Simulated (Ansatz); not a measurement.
Sn(GeH3)H3 (SnGeH₆). The state is a singlet with charge 0. Geometry r2SCAN-D4/def2-TZVP; atoms count from 1.

```xyz
8

Sn   -0.232   -1.253   -0.005
Ge    0.240    1.296    0.005
H     1.446    1.630   -0.884
H     0.543    1.782    1.428
H    -0.974    2.073   -0.521
H     1.152   -2.121    0.487
H    -0.665   -1.775   -1.571
H    -1.510   -1.632    1.060
```

In the def2 sets Sn takes a core potential; there is no spin–orbit coupling.

(1) Estimate the Mulliken populations from the PBE0/def2-TZVP orbitals of Ansatz.

(2) And the Mayer bond orders between heavy atoms (over 0.3)?

Results:

(1) 
```csv
atom,charge (e)
Sn1,0.19
Ge2,-0.08
H3,0.01
H4,0.01
H5,0.01
H6,-0.05
H7,-0.05
H8,-0.05
```
Mulliken values depend strongly on the basis.

(2) Sn1–Ge2 0.91 (2.59 Å).
